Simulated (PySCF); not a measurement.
## Energy of Pm⁺ (promethium, charge +1) between two integer charges

The 6s alpha orbital of [Xe] 4f5 6s1 is emptied in steps (occupation f), with all orbitals relaxed, ending at [Xe] 4f5. All numbers are calculated (PySCF 2.14, scalar relativity through the core potential, in def2-SVP with the def2 core potential (28 electrons)). The exact energy is a straight line in f; departures are measured from the line between the end points of the same method.

| f | BHandHLYP (eV) | TPSS (eV) |
| --- | --- | --- |
| 1 | 0.000 | 0.000 |
| 0.75 | -0.246 | -0.458 |
| 0.5 | -0.330 | -0.627 |
| 0.25 | -0.250 | -0.483 |
| 0 | 0.000 | 0.000 |

**Question.** For TPSS, how does the orbital energy at f = 1 compare with the removal energy?

**Answer.** −ε = 8.460 eV against a total-energy difference of 10.850 eV. By Janak's theorem ε = ∂E/∂f, so the gap between them reflects the curvature. Along the path −ε is 9.580 (f = 0.75), 10.787 (f = 0.5), 12.079 (f = 0.25) eV.

| method | E(f=0) − E(f=1) (eV) | −ε at f=1 (eV) | −ε at f=0.5 (eV) |
| --- | --- | --- | --- |
| BHandHLYP | 10.902 | 9.595 | 10.892 |
| TPSS | 10.850 | 8.460 | 10.787 |

Reference removal energy between the ground levels: 10.938 ± 0.02 eV (semi-empirical (NIST evaluation); NIST Atomic Spectra Database, ionization energies). The calculation has no spin-orbit coupling.
